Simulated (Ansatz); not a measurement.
Isomers of C2H4BClO, relaxed with PBE0-D4/def2-TZVP in Ansatz; electronic energies, one conformer each and not always the lowest. Functionals use def2-TZVPP; CBS adds triple-zeta CCSD(T) − MP2 to the MP2 limit of def2-TZVPP and def2-QZVPP.

**Question.** Order them by energy at frozen-core CCSD(T)/CBS, lowest first. (Best estimate.)
A. `BC(=O)CCl`
B. `ClB1CCO1`
C. `OB1CC1Cl`
D. `ClC1CBO1`
E. `ClBC1CO1`

**Answer.** B (0.0 kcal/mol), D (33.6 kcal/mol), C (40.8 kcal/mol), E (53.2 kcal/mol), A (70.2 kcal/mol).

**Question.** How do HF/CBS(def2), B3LYP-D4, B2PLYP, r2SCAN-D4 place them (kcal/mol, against `ClB1CCO1`)? (Best estimate.)

**Answer.** Computed: 
```json
{"isomer": "`ClC1CBO1`", "HF/CBS(def2)": "34.6", "B3LYP-D4": "33.5", "B2PLYP": "34.2", "r2SCAN-D4": "34.4"}
{"isomer": "`OB1CC1Cl`", "HF/CBS(def2)": "41.9", "B3LYP-D4": "39.0", "B2PLYP": "40.4", "r2SCAN-D4": "39.9"}
{"isomer": "`ClBC1CO1`", "HF/CBS(def2)": "52.7", "B3LYP-D4": "51.7", "B2PLYP": "52.6", "r2SCAN-D4": "51.9"}
{"isomer": "`BC(=O)CCl`", "HF/CBS(def2)": "68.3", "B3LYP-D4": "66.4", "B2PLYP": "68.7", "r2SCAN-D4": "69.2"}
```

B3LYP here is the variant with VWN-RPA as its local correlation; programs differ in this.
